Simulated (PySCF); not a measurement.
H2Zn, charge +1, doublet (typed; the unrestricted solution is spin-contaminated), at a GFN2-xTB geometry (such geometries of metal compounds can be far from the true shape) (a state made from the parent by changing its charge; the spin is typed, not shown lowest); PySCF with HF/6-31G**.

PySCF was given this input:
```python
from pyscf import gto, scf

mol = gto.Mole()
mol.atom = '''
    Zn    0.00000000    0.00000000    0.00000000
    H    -0.00000000   -0.00000000   -1.56522249
    H     0.00000000    0.00000000    1.56522249
'''
mol.basis = '6-31g**'
mol.charge = 1
mol.spin = 1
mol.verbose = 5
mol.build()

mf = scf.UHF(mol)
mf.kernel()
mf.analyze()
```

Q: Predict the main parts of the log of this PySCF run.

A: 
```
PySCF version 2.14.0

[INPUT] verbose = 5
[INPUT] max_memory = 4000
[INPUT] num. atoms = 3
[INPUT] num. electrons = 31
[INPUT] charge = 1
[INPUT] spin (= nelec alpha-beta = 2S) = 1
[INPUT] symmetry False subgroup None
[INPUT] Mole.unit = angstrom
[INPUT] Symbol           X                Y                Z      unit          X                Y                Z       unit  Magmom
[...]
[INPUT] ---------------- BASIS SET ----------------
[INPUT] l, kappa, [nprim/nctr], expnt,             c_1 c_2 ...
[INPUT] H
[...]
                                2.8253937         0.23472695
                                0.6401217         0.81375733
[...]
[INPUT] Zn
[...]
                                12372.55          0.01335966
                                2818.351          0.06594365
                                794.5717          0.2294151
                                254.7232          0.4785453
                                87.1388           0.3537753
[...]
                                412.7149          0.03150177
                                133.678           0.1272774
                                50.38585          -0.02145928
                                20.58358          -0.6197652
                                8.50594           -0.459018
[...]
                                23.62082          0.07505253
                                10.18471          0.2533111
                                4.334082          -0.2881897
                                1.810918          -0.7267052
                                0.714841          -0.2133439
[...]
                                1.039543          0.2592793
                                0.143264          -1.115711
[...]
                                412.7149          0.03113411
                                133.678           0.1363931
                                50.38585          0.3501266
                                20.58358          0.4623179
                                8.50594           0.2004995
[...]
                                23.62082          -0.02997982
                                10.18471          0.07082411
                                4.334082          0.4046141
                                1.810918          0.4882325
                                0.714841          0.175197
[...]
                                1.039543          0.08379327
                                0.143264          0.9840547
[...]
                                9.061106          0.400298
                                2.738383          0.6896608
[...]
nuclear repulsion = 20.4541025095161
number of shells = 18
number of NR pGTOs = 111
number of NR cGTOs = 44
basis = 6-31g**
ecp = {}

******** <class 'pyscf.scf.uhf.UHF'> ********
method = UHF
initial guess = minao
damping factor = 0
level_shift factor = 0
DIIS = <class 'pyscf.scf.diis.CDIIS'>
diis_start_cycle = 1
diis_space = 8
diis_damp = 0
SCF conv_tol = 1e-09
SCF conv_tol_grad = None
SCF max_cycles = 50
direct_scf = True
direct_scf_tol = 1e-13
number electrons alpha = 16  beta = 15
Set gradient conv threshold to 3.16228e-05
E1 = -2524.1641433361237  E2 = 725.6762294708301  Ecoul = 795.8313802207191  Exc = -70.155150749889
init E= -1778.03381135578
cond(S) = 52.51440278904793

  alpha mo_energy =
[-3.53353227e+02 -4.44216784e+01 -3.89902479e+01 -3.89902479e+01
 -3.89897619e+01 -5.65871798e+00 -3.86150564e+00 -3.85260333e+00
 -3.85260333e+00 -8.07165327e-01 -7.68914305e-01 -7.68914305e-01
 -7.62838822e-01 -7.62838822e-01 -4.98019733e-01 -2.89682922e-01
  4.84074044e-02  4.84074044e-02  8.42882792e-02  1.65616073e-01
  2.10188775e-01  3.30488880e-01  3.30488880e-01  5.12140215e-01
  1.08868330e+00  1.19139796e+00  2.04804145e+00  2.09860346e+00
  2.09860346e+00  2.11431973e+00  2.11431973e+00  2.32037999e+00
  2.47851400e+00  2.47851400e+00  2.65250975e+00  2.65250975e+00
  2.66164273e+00  2.66164273e+00  2.67039681e+00  2.67039681e+00
  2.94064845e+00  2.94064845e+00  3.49230093e+00  3.66661337e+00]
  beta  mo_energy =
[-3.53353227e+02 -4.44216784e+01 -3.89902479e+01 -3.89902479e+01
 -3.89897619e+01 -5.65871798e+00 -3.86150564e+00 -3.85260333e+00
 -3.85260333e+00 -8.07165327e-01 -7.68914305e-01 -7.68914305e-01
 -7.62838822e-01 -7.62838822e-01 -4.98019733e-01 -2.89682922e-01
  4.84074044e-02  4.84074044e-02  8.42882792e-02  1.65616073e-01
  2.10188775e-01  3.30488880e-01  3.30488880e-01  5.12140215e-01
  1.08868330e+00  1.19139796e+00  2.04804145e+00  2.09860346e+00
  2.09860346e+00  2.11431973e+00  2.11431973e+00  2.32037999e+00
  2.47851400e+00  2.47851400e+00  2.65250975e+00  2.65250975e+00
  2.66164273e+00  2.66164273e+00  2.67039681e+00  2.67039681e+00
  2.94064845e+00  2.94064845e+00  3.49230093e+00  3.66661337e+00]
multiplicity <S^2> = 0.75  2S+1 = 2
E1 = -2514.879484344072  E2 = 716.2178435282674  Ecoul = 786.2506261672825  Exc = -70.03278263901507
cycle= 1 E= -1778.20753830629  delta_E= -0.174  |g|= 0.152  |ddm|= 0.807
  alpha mo_energy =
[-3.53623448e+02 -4.47016714e+01 -3.92686099e+01 -3.92681201e+01
 -3.92681201e+01 -5.97052041e+00 -4.18236421e+00 -4.17166494e+00
 -4.17166494e+00 -1.12102691e+00 -1.10093196e+00 -1.10093196e+00
 -1.09372621e+00 -1.09372621e+00 -8.02786797e-01 -7.69433394e-01
 -1.64440134e-01 -1.64440134e-01 -1.35915530e-01 -1.97410644e-02
 -8.78636147e-03  1.00663140e-01  1.00663140e-01  2.30667133e-01
  7.81705718e-01  8.81395880e-01  1.70022818e+00  1.73951005e+00
  1.73951005e+00  1.75556124e+00  1.75556124e+00  1.96913638e+00
  2.15381604e+00  2.15381604e+00  2.31602390e+00  2.31602390e+00
  2.32923547e+00  2.32923547e+00  2.33091699e+00  2.33091699e+00
  2.59372156e+00  2.59372156e+00  3.14723518e+00  3.31837901e+00]
  beta  mo_energy =
[-3.53622789e+02 -4.47011665e+01 -3.92678713e+01 -3.92678713e+01
 -3.92663717e+01 -5.96843569e+00 -4.17561019e+00 -4.17096858e+00
 -4.17096858e+00 -1.09939458e+00 -1.09829698e+00 -1.09829698e+00
 -1.09332545e+00 -1.09332545e+00 -6.65910599e-01 -3.90553787e-01
[...]
converged SCF energy = -1778.25001248878  <S^2> = 0.86866492  2S+1 = 2.1153391
Total Energy =                       -1778.250012488784023
[...]
0 Zn 4f-2        0.93095  -0.00000   0.00000  -0.00000   0.00000
0 Zn 4f-1       -0.00000  -0.00000   0.00000   0.00000   0.00000
0 Zn 4f+0        0.00000  -0.00000  -0.00000   0.00000  -0.00000
0 Zn 4f+1        0.00000   0.00000  -0.00000   0.00000   0.00000
0 Zn 4f+2        0.36514   0.00000   0.00000  -0.00000  -0.00000
0 Zn 4f+3       -0.00000   0.21513   0.97659  -0.00000  -0.00000
1 H 1s           0.00000  -0.00000   0.00000  -0.00000   0.00000
1 H 2s           0.00000  -0.00000   0.00000   0.00000  -0.00000
1 H 2px          0.00000  -0.00000   0.00000  -0.02097   0.43294
1 H 2py          0.00000   0.00000   0.00000   0.43294   0.02097
1 H 2pz         -0.00000   0.00000   0.00000   0.00000  -0.00000
2 H 1s           0.00000  -0.00000   0.00000  -0.00000   0.00000
2 H 2s           0.00000  -0.00000   0.00000   0.00000  -0.00000
2 H 2px          0.00000   0.00000  -0.00000   0.02097  -0.43294
2 H 2py         -0.00000  -0.00000  -0.00000  -0.43294  -0.02097
2 H 2pz         -0.00000  -0.00000   0.00000  -0.00000   0.00000
               #41       #42       #43       #44
0 Zn 1s          0.00000   0.00000  -0.00009   0.00000
0 Zn 2s          0.00000   0.00000  -0.00014   0.00000
0 Zn 3s         -0.00000  -0.00000  -0.00008   0.00000
0 Zn 4s          0.00000  -0.00000  -0.01328   0.00000
0 Zn 5s          0.00000   0.00000  -0.05728   0.00000
0 Zn 2px         0.00003   0.00004   0.00000  -0.00000
0 Zn 2py         0.00004  -0.00003  -0.00000   0.00000
0 Zn 2pz         0.00000   0.00000  -0.00000   0.00012
0 Zn 3px        -0.00002  -0.00003   0.00000   0.00000
0 Zn 3py        -0.00003   0.00002  -0.00000   0.00000
0 Zn 3pz        -0.00000  -0.00000  -0.00000   0.00015
0 Zn 4px         0.02953   0.03804   0.00000   0.00000
0 Zn 4py         0.03804  -0.02953  -0.00000   0.00000
0 Zn 4pz        -0.00000  -0.00000   0.00000   0.24981
0 Zn 5px        -0.01410  -0.01817  -0.00000  -0.00000
0 Zn 5py        -0.01817   0.01410  -0.00000  -0.00000
0 Zn 5pz         0.00000   0.00000  -0.00000  -0.15510
0 Zn 3dxy        0.00000   0.00000   0.00000  -0.00000
0 Zn 3dyz       -0.00000   0.00000  -0.00000   0.00000
0 Zn 3dz^2      -0.00000   0.00000   0.01475  -0.00000
0 Zn 3dxz       -0.00000  -0.00000   0.00000   0.00000
0 Zn 3dx2-y2     0.00000  -0.00000  -0.00000  -0.00000
0 Zn 4dxy       -0.00000  -0.00000  -0.00000   0.00000
0 Zn 4dyz       -0.00000  -0.00000   0.00000   0.00000
0 Zn 4dz^2      -0.00000  -0.00000   0.73014  -0.00000
0 Zn 4dxz       -0.00000  -0.00000  -0.00000   0.00000
0 Zn 4dx2-y2    -0.00000  -0.00000   0.00000   0.00000
0 Zn 4f-3        0.00000  -0.00000   0.00000  -0.00000
0 Zn 4f-2        0.00000  -0.00000   0.00000   0.00000
0 Zn 4f-1        0.63967  -0.49653  -0.00000   0.00000
0 Zn 4f+0       -0.00000   0.00000   0.00000   0.70861
0 Zn 4f+1        0.49653   0.63967  -0.00000   0.00000
0 Zn 4f+2       -0.00000  -0.00000  -0.00000   0.00000
0 Zn 4f+3       -0.00000   0.00000  -0.00000  -0.00000
1 H 1s           0.00000  -0.00000  -0.01127   0.00870
1 H 2s          -0.00000  -0.00000  -0.00548  -0.03647
1 H 2px         -0.25335  -0.32639  -0.00000  -0.00000
1 H 2py         -0.32639   0.25335   0.00000  -0.00000
1 H 2pz         -0.00000  -0.00000  -0.48110   0.45199
2 H 1s           0.00000  -0.00000  -0.01127  -0.00870
2 H 2s          -0.00000  -0.00000  -0.00548   0.03647
2 H 2px         -0.25335  -0.32639   0.00000  -0.00000
2 H 2py         -0.32639   0.25335  -0.00000  -0.00000
2 H 2pz         -0.00000   0.00000   0.48110   0.45199

To work with the spin densities directly, `use mulliken_meta_spin()` only printing them here.

 ** Mulliken spin pop alpha/beta on meta-lowdin orthogonal AOs **
 ** Mulliken Spin Density (per AO)  **
spin_pop of  0 Zn 1s       -0.00000
spin_pop of  0 Zn 2s       -0.00000
spin_pop of  0 Zn 3s       -0.00002
spin_pop of  0 Zn 4s       -0.33910
spin_pop of  0 Zn 5s        0.00008
spin_pop of  0 Zn 2px       0.00000
spin_pop of  0 Zn 2py       0.00000
spin_pop of  0 Zn 2pz       0.00000
spin_pop of  0 Zn 3px       0.00000
spin_pop of  0 Zn 3py       0.00000
spin_pop of  0 Zn 3pz       0.00003
spin_pop of  0 Zn 4px      -0.00000
spin_pop of  0 Zn 4py      -0.00000
spin_pop of  0 Zn 4pz       0.00977
spin_pop of  0 Zn 5px      -0.00000
spin_pop of  0 Zn 5py      -0.00000
spin_pop of  0 Zn 5pz       0.01070
spin_pop of  0 Zn 3dxy     -0.00003
spin_pop of  0 Zn 3dyz     -0.00006
spin_pop of  0 Zn 3dz^2    -0.00036
spin_pop of  0 Zn 3dxz     -0.00006
spin_pop of  0 Zn 3dx2-y2   -0.00003
spin_pop of  0 Zn 4dxy      0.00003
spin_pop of  0 Zn 4dyz      0.00001
spin_pop of  0 Zn 4dz^2     0.00056
spin_pop of  0 Zn 4dxz      0.00001
spin_pop of  0 Zn 4dx2-y2    0.00003
spin_pop of  0 Zn 4f-3     -0.00000
spin_pop of  0 Zn 4f-2     -0.00000
spin_pop of  0 Zn 4f-1      0.00000
spin_pop of  0 Zn 4f+0      0.00002
spin_pop of  0 Zn 4f+1      0.00000
spin_pop of  0 Zn 4f+2      0.00000
spin_pop of  0 Zn 4f+3      0.00000
spin_pop of  1 H 1s        0.65589
spin_pop of  1 H 2s        0.00086
spin_pop of  1 H 2px       0.00003
spin_pop of  1 H 2py       0.00003
spin_pop of  1 H 2pz       0.00241
spin_pop of  2 H 1s        0.65589
spin_pop of  2 H 2s        0.00086
spin_pop of  2 H 2px       0.00003
spin_pop of  2 H 2py       0.00003
spin_pop of  2 H 2pz       0.00241
 ** Mulliken Spin Density (per atom)  **
spin density of  0 Zn =     -0.31845
spin density of  1 H =      0.65922
spin density of  2 H =      0.65922
 ** Mulliken pop alpha/beta on meta-lowdin orthogonal AOs **
 ** Mulliken pop       alpha | beta **
In total            16.00000 | 15.00000
 ** Mulliken atomic charges   ( Nelec_alpha | Nelec_beta ) **
charge of  0Zn =      1.01352  (    14.33402     14.65247 )
charge of  1H =     -0.00676  (     0.83299      0.17377 )
charge of  2H =     -0.00676  (     0.83299      0.17377 )

WARN: System has nonzero charge 1; the dipole moment is origin-dependent.
Location of origin: [0. 0. 0.]

Dipole moment(X, Y, Z, Debye):  0.00000, -0.00000,  0.00000
```
